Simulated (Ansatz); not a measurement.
Sn2O, relaxed as a singlet with RKS PBE-D4/def2-TZVP in Ansatz, starting from the GFN2-xTB geometry. Force threshold 0.02 eV/Å.

In the def2 sets Sn takes a core potential; there is no spin–orbit coupling. The structure comes from a short search, and lower isomers may exist.

Start:

```xyz
3

Sn   -0.6916   -0.4326    1.2268
Sn   -0.2388    0.0778   -1.4542
O     0.9304    0.3549    0.2274
```

Problem. Estimate the energy that the relaxation releases and the steps that it takes.

Solution. 1.1 kcal/mol, in 4 steps; 4.1 s on 2 threads of Arm Neoverse V2 on a shared host. No frequencies were taken in this run, so the end may be a saddle point.

Problem. Does the start keep its bonding and symmetry?

Solution. By distances, no bond broke or formed. The bond that changes most is Sn2–O3, from 2.07 to 2.05 Å (atoms count from 1). Point group C2v at the start, C2v at the end, both within 0.05 Å.

Problem. Predict the relaxed structure.

Solution. 
| atom | x (Å) | y (Å) | z (Å) |
| --- | --- | --- | --- |
| Sn1 | -0.681 | -0.435 | 1.283 |
| Sn2 | -0.210 | 0.095 | -1.499 |
| O3 | 0.891 | 0.340 | 0.216 |
Bond lengths (bridged metal pairs left out): 2 × O–Sn 2.05 Å.
